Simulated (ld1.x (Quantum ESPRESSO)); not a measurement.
Pseudopotential generation for ruthenium: ultrasoft, PW91, scalar-relativistic.

ld1.x (Quantum ESPRESSO) 7.5 input, shortened:

```
&input
   title='Ru', zed=44., rel=1, dft='PW91', iswitch=3,
   config='[Kr] 4d6 4f-2 5s2 5p0'
 /
 &inputp
   pseudotype=3, tm=.true., lloc=-2, rcloc=1.82,
   nlcc=.false.,
   which_augfun='PSQ', rmatch_augfun=1.88
 /
8
5S  1  0   2.00   0.00  2.40  3.08  0.0
5S  1  0   0.00   0.05  2.40  3.08  0.0
5P  2  1   0.00   0.00  3.66  4.04  0.0
5P  2  1   0.00   0.40  3.66  4.04  0.0
4D  3  2   6.00   0.00  1.76  2.02  0.0
4D  3  2   0.00   0.85  1.76  2.02  0.0
4F  4  3  -2.00   0.45  3.22  3.52  0.0
4F  4  3  -2.00   1.60  3.22  3.52  0.0
 &test
   configts(1)='4d6 5s2 5p0'
 /
```

All-electron outer shells of the reference configuration (PW91, scalar-relativistic, ld1.x):

| shell | level (eV) | outermost node (bohr) | outermost maximum (bohr) |
| --- | --- | --- | --- |
| 4s | -79.76 | 0.48 | 0.91 |
| 4p | -49.65 | 0.49 | 0.98 |
| 4d | -7.72 | 0.48 | 1.20 |
| 5s | -5.25 | 1.23 | 2.63 |
| 5p | -1.41 | 1.39 | 3.59 |

Calculated quality:

| Item | Value |
| --- | --- |
| Cutoffs needed | 30 Ry and 45 Ry (the cutoffs (Ry, on a coarse ladder) from which the occupation-weighted sum of valence levels, in a spherical-Bessel basis at the reference potential, stays within 10 and 1 mRy of its value at 400 Ry) |
| Ghost test | no extra level below or beside the all-electron valence levels (s, p, d, f tested) (spherical-Bessel basis up to 400 Ry, 20 bohr box) |
| Largest excitation error | -656 meV (all-electron minus pseudo) for 4d4 5s0 5p0, out of 7 test configurations |
| Lowest eigenvalue of the overlap operator | 0.31 (s channel) |
| Density cutoff estimated by the generator | 148 Ry |

Generation and tests took about 1.7 s on one core of a shared server CPU.
